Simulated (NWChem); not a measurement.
SiH2OClF; SMILES O[SiH](F)Cl

```xyz
6

Si    -0.0035     0.4580     0.3725
O     -1.2888     1.2525    -0.2530
F      1.3736     1.0307    -0.2430
Cl    -0.0539    -1.5332    -0.1190
H     -0.0067     0.6517     1.8296
H     -1.4996     1.1414    -1.1853
```
Atoms are numbered in this order, from 1.

Results from NWChem. Pople sets run with spherical d functions. The geometry was optimised at PBE0/def2-SVP. Level: PBE0/6-31G* with SMD (1 M gas to 1 M solution), gas-phase geometry. Reactions with the solvent are ignored.

```csv
solvent,dielectric constant,solvation free energy (kcal/mol),cavity-dispersion-structure term (kcal/mol),dipole in solution (D)
water,78.4,-4.6,2.4,1.45
anisole,4.22,-4.0,-1.1,1.37
acetone,20.5,-5.4,-1.2,1.43
methanol,32.6,-6.9,-0.1,1.44
diethyl ether,4.24,-4.7,-1.7,1.37
```
